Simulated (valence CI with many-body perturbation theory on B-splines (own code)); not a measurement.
## As¹⁰⁺: key properties

Level of theory: valence CI with perturbative core correlation (CI+MBPT): five valence electrons over a frozen Dirac-Fock core [Ar], radial functions for each j: 7 s, 7 p, 8 d, 6 f, 4 g, 1 h, with the one-electron correlation potential Σ1 (screened to all orders), the two-electron term Σ2, the three-electron term Σ3, Breit, model QED; selected single and double excitations, second order for the rest, scaled by the run's own slope (own B-spline code, finite nucleus).

No measured spectrum was set against this ion. As an estimate, terms of the open shell hold to 2 to 4 % of their energy, and close levels can change places. Only levels of the ground parity were solved; by the run's estimate the other parity begins above the list, which can be wrong where configurations are misplaced.

Names give the largest LS component (configuration and term), which can be under half, so a name can repeat, a term be missing and a line seem to break the LS rules; names also repeat where a configuration has a term twice.

Rates and lifetimes use the calculated energies. Strong lines usually hold to 10 to 20 %, long lifetimes can be off by a factor of two.

Task: What is the ground level?

Result: 3d5 6S_5/2, composition 99 % 3d5 6S, g = 1.997.

Task: How well does LS coupling describe the low levels?

Result: Among the lowest 20 levels the leading LS term, summed over configurations, holds 84 % on average. For single configurations the figures are 84 % in LS and 54 % in jj coupling. Terms mix most in the J = 5/2 level at 95033 cm⁻¹, where the leading one holds 54 %.

Task: What is the ionisation energy?

Result: 294.98 eV; NIST lists 296 ± 2.4 eV (theoretical).

Task: Name the longest-lived excited levels whose lifetime is computed, and their main decay.

Result: 3d5 4G_9/2 at 62604 cm⁻¹ lives 252 s, mostly by M1 to 3d5 4G_11/2; 3d5 4G_7/2 at 62429 cm⁻¹ lives 184 s, mostly by M1 to 3d5 4G_5/2. The lifetime of 3d5 4G_11/2 is too uncertain to give, and may be longer.
